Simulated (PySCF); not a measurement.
CH₅FOSi₂, SMILES [Si@@H]1(CO[SiH2]1)F.

Geometry: PBE-D3(BJ)/def2-SVP. The structure was generated by enumeration; whether it is a known compound was not checked.

Two levels are set side by side: TDA-PBE/def2-SVPD (PySCF) and TDA-B3LYP/def2-SVPD (PySCF). Vertical, same geometry. The lowest singlet is HOMO→LUMO 92 % with PBE and HOMO→LUMO 91 % with the other functional; states are paired by order. Differences are taken from unrounded values.

```csv
quantity,TDA-B3LYP,TDA-PBE,TDA-PBE minus TDA-B3LYP
lowest singlet excitation (eV),5.69,5.10,-0.59
lowest triplet excitation (TDA) (eV),5.11,4.68,-0.43
first bright state (f over 0.05) (eV),7.06,6.60,-0.45
its oscillator strength,0.16,0.08,-0.08
```

A lower first singlet is the usual sign of a functional without exact exchange. Differences between two approximate levels are no errors against the true value.

Rough cost on one machine, each run with all the roots and properties that it gave: TDA-B3LYP against TDA-PBE about 2 times.
